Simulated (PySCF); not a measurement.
Computed properties of Si(CCH)2(F)(OH) (C4H3FOSi), SMILES C#C[Si](O)(F)C#C

Si(CCH)2(F)(OH) (C4H3FOSi), SMILES [Si](F)(C#C)(O)C#C. Geometry optimised at r2SCAN-D4/def2-SVP. The structure was generated by enumeration, and PubChem lists no compound with its InChIKey, so it may never have been made. The values are those of a single conformer. All values are computed for the isolated molecule unless a solvent is named; none is compared with measurement here.

**Structure.** All 24 harmonic modes at r2SCAN-D4/def2-SVP (PySCF) are real, so it is a minimum. With heavy atoms numbered as in [CH:1]#[C:2][Si:3]([OH:4])([F:5])[C:6]#[CH:7], the shortest bond between them is C1–C2 at 1.220 Å and the longest Si3–C6 at 1.822 Å.

**Vibrations.** The strongest infrared lines (harmonic, unscaled, degenerate partners summed) lie at 808 cm⁻¹ (354 km/mol, H 48 %, Si 22 %, O 21 %), 893 cm⁻¹ (191 km/mol, Si 42 %, F 37 %, H 11 %, O 8 %), 699 cm⁻¹ (168 km/mol, Si 40 %, C 34 %, H 23 %). The softest mode is at 85 cm⁻¹ and the zero-point energy is 35.0 kcal/mol.

**Electronic structure.** CAM-B3LYP/def2-TZVP (PySCF) places the frontier levels at -9.83 and 0.08 eV, a gap of 9.91 eV, and gives a dipole moment of 2.16 D and a mean polarisability of 64.8 bohr³. PBE/def2-TZVP (PySCF) at the same geometry gives -7.26 and -1.95 eV, so its gap is 4.60 eV narrower. An orbital gap is neither the optical nor the fundamental gap.

**Excitations.** TDA-B3LYP/def2-SVPD (PySCF) has S1 at 5.70 eV (217 nm, f = 0.000, dark); the most intense of the 10 singlets computed lies at 7.14 eV (f = 0.19). T1 (TDA) is at 4.70 eV, 1.00 eV under S1. TDA-PBE/def2-SVPD (PySCF) puts S1 at 5.45 eV. No vertical singlet excitation falls in the visible range (under 3.1 eV).

**NMR.** GIAO shifts at PBE0/pcSseg-1 (PySCF) (non-relativistic, atoms alike by connectivity averaged): ¹³C from 86.2 to 103.4 ppm against TMS; ¹H from 2.6 to 2.8 ppm against TMS; ²⁹Si at -66.4 ppm against TMS; ¹⁹F at -135.0 ppm against CFCl3.

**Solvation.** SMD-ωB97X/def2-SVP (PySCF) gives -3.9 kcal/mol in water, -2.4 kcal/mol in toluene, -6.0 kcal/mol in acetone (1 M in both phases, gas-phase geometry); of these solvents acetone holds the molecule best.
